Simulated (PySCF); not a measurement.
W(O)2(NH2)2 (H₄N₂O₂W), SMILES [NH2][W]([NH2])(=[O])=[O], multiplicity 1. Geometry optimised at B3LYP-D3(BJ)/def2-SVP. The spin state was assumed, not searched. The def2 effective core potentials stand for the cores of W; spin–orbit coupling is left out. One conformer was computed; it need not be the lowest.

Level of theory: B3LYP-D3(BJ)/def2-SVP in PySCF.

Harmonic wavenumbers (cm⁻¹): 152, 209, 212, 235, 296, 324, 343, 428, 447, 647, 653, 691, 704, 982, 1016, 1510, 1512, 3547, 3551, 3645, 3645. Rotational constants (GHz): 3.630, 3.137, 3.125; symmetry number 2.

Q: Work out the zero-point energy and the ideal-gas rigid-rotor harmonic-oscillator thermochemistry at 298.15 K and 1 atm.

A: ZPE = ½ Σ hcν = ½ × 24748 cm⁻¹ = 35.38 kcal/mol. H − E(el) = 40.60 kcal/mol. Entropy in cal/(mol K): translation 42.42, rotation 25.23, vibration 15.73, total 83.38. G − E(el) = 15.74 kcal/mol. Cp = 27.39 cal/(mol K).
